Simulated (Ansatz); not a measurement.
Scan of the H3–Ge1–Br2 angle

GeHBr (SMILES [GeH][Br]), singlet, at its PBE0-D4/def2-TZVP minimum:

Ge1  (0.359, -0.860, 0.094)
Br2  (0.674, 1.417, 0.526)
H3  (-1.044, -0.622, -0.633)
(Å)

The angle H3–Ge1–Br2 (93.3° at the minimum) is set to the values below, H3, with anything bonded beyond it, turning rigidly in the plane of the angle. Each method's energies count from its own value at the PBE0-D4 minimum structure. Computed with Ansatz 0.2.0 (basis: def2-TZVPP); correlated methods freeze the cores. Filled d shells of the heavier atoms are correlated. The def2 sets are not built for correlating such inner shells, so the correlated values are less sure here.

CCSD(T) energies along the scan:
```tsv
angle (°)	CCSD(T) (eV)
75.3	0.277
79.8	0.153
84.3	0.069
88.8	0.019
93.3	0.000
97.8	0.011
102.3	0.048
106.8	0.111
111.3	0.198
```
They count from the CCSD(T) energy at the PBE0-D4 minimum.

Minimum and curvature along this coordinate at CCSD(T): A fifth-order fit through the nearest points gives 93.9°, with a curvature of about 1.4 meV/deg².

Largest difference from the CCSD(T) curve over the scan: PBE0-D4 0.021; wB97M-V 0.013; HF 0.075; MP2 0.011 eV. Each curve counts from its own value at the minimum.

T1 diagnostic: at most 0.012. The restricted Hartree–Fock reference is unstable towards an unrestricted one here.

For scale, one of the runs: CCSD(T)/def2-TZVPP, 110 basis functions (an equivalent command: `ansatz run in.yaml --threads 2`). Hardware: 2 CPU threads, shared host. Wall time about 10 s.
